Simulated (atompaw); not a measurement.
## promethium: one change to a PAW (atompaw) potential, before and after

| Item | Value |
| --- | --- |
| Element | promethium |
| Generator | atompaw 4.2.0.5 |
| Type | PAW |
| Functional | LDA (PW92) |
| Relativity | scalar-relativistic |
| Frozen core | [Kr] 4d10 5s2 |
| Valence charge | 13 |
| Reference configuration | 4f5 5p6 5d0 6s2 6p0 |
| Partial waves | 6s (bound): rc 3.00 bohr; 6s channel at 2.05 Ry: rc 3.00 bohr; 5p (bound): rc 2.60 bohr; 6p (bound, empty): rc 3.00 bohr; 5d (bound, empty): rc 2.65 bohr; 5d channel at 0.9 Ry: rc 2.65 bohr; 4f (bound): rc 1.85 bohr; 4f channel at 3.85 Ry: rc 1.85 bohr |
| Local potential | vpsmatchnc scheme with l = 4 at 1 Ry, radius 3.00 bohr |
| Core correction | smooth core density matched at 1.60 bohr |
| Augmentation charge | besselshape compensation charge, radius 2.65 bohr; PAW radius 3.00 bohr; waves and projectors: custom polynom2 7 10 vanderbiltortho |

Change: wave 4f (bound): rc 1.85 bohr becomes 4f (bound): rc 2.26 bohr.

Cutoffs: the cutoffs (Ry, on a coarse ladder) from which the occupation-weighted sum of valence levels, in a spherical-Bessel basis at the reference potential, stays within 10 and 1 mRy of its value at 400 Ry; they do not see the model core or the augmentation charge, which bear on the density cutoff.

What does the change do?

The potential gets softer (50 Ry and 230 Ry → 30 Ry and 80 Ry); both files keep a bound ghost (s); the range in which the f phases agree narrows (upper end at the end of the scan → 0.6).

```tsv
quantity	base	changed
cutoff, loose	50 Ry	30 Ry
cutoff, tight	230 Ry	80 Ry
loose cutoff by channel (10 mRy a level)	s 6 Ry, p 12 Ry, f 25 Ry	s 6 Ry, p 12 Ry, f 18 Ry
bound ghosts	s	s
s: phases at 3.02 bohr within 0.05 rad from the reference energy up to (Ry; the scan ends near 5)	3.4	3.4
p: phases at 3.02 bohr within 0.05 rad from the reference energy up to (Ry; the scan ends near 5)	0.6	0.6
d: phases at 3.02 bohr within 0.05 rad from the reference energy up to (Ry; the scan ends near 5)	to the end of the scan	to the end of the scan
f: phases at 3.02 bohr within 0.05 rad from the reference energy up to (Ry; the scan ends near 5)	to the end of the scan	0.6
lowest overlap eigenvalue by channel	s 0.25, p 0.67, d 0.89, f 0.99	s 0.25, p 0.67, d 0.89, f 1.00
```

 A true bound ghost makes a file unfit for plane-wave use even where its test errors are small: the radial tests pick states by their node count and pass the ghost by. The cutoffs see the waves, projectors and local potential, not the compensation charge or the core.
